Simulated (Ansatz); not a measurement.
LiCu4⁻, relaxed as a singlet with RKS PBE-D4/def2-SVPD in Ansatz, starting from the GFN2-xTB geometry. Force threshold 0.02 eV/Å.

The restricted singlet is unstable towards broken spin symmetry in Hartree–Fock (as tested in another run); at PBE-D4/def2-SVPD this wasn't settled. The highest occupied level of the charge -1 singlet lies above zero (up to 0.44 eV). The electron is either unbound and held by the finite basis, or the level is raised by self-interaction error. The relaxation made no stability test and no search for a lower SCF solution. No other spin state of charge -1 was run. The structure comes from a short search, and lower isomers may exist.

Start:

Cartesian coordinates in Å:
```
Li 0.025 -1.012 0.950
Cu 0.857 -0.765 -1.328
Cu -0.864 1.269 0.851
Cu -1.504 -0.361 -0.842
Cu 1.486 0.869 0.369
```

**Question.** Estimate the energy that the relaxation releases and the steps that it takes.

**Answer.** 9.3 kJ/mol, in 11 steps; 27 s on 4 threads of Arm Neoverse V2 on a shared host. The force fell under the threshold at step 4, but the optimiser went on and released 0.042 eV more. No frequencies were taken in this run, so the end may be a saddle point.

**Question.** Does the start keep its bonding and symmetry?

**Answer.** Bonds formed: Cu2–Cu3 (atoms count from 1). Point group C4v at the start, C2v at the end, both within 0.05 Å.

**Question.** Predict the relaxed structure.

**Answer.** 
```xyz
5

Li    0.0258   -1.0338    0.9809
Cu    0.7054   -0.4883   -1.2421
Cu   -0.7230    1.1961    0.5704
Cu   -1.6159   -0.4989   -0.8097
Cu    1.6078    0.8249    0.5005
```
Bond lengths (bridged metal pairs left out): 5 × Cu–Cu 2.36 to 2.86 Å; 4 × Cu–Li 2.39 to 2.49 Å.
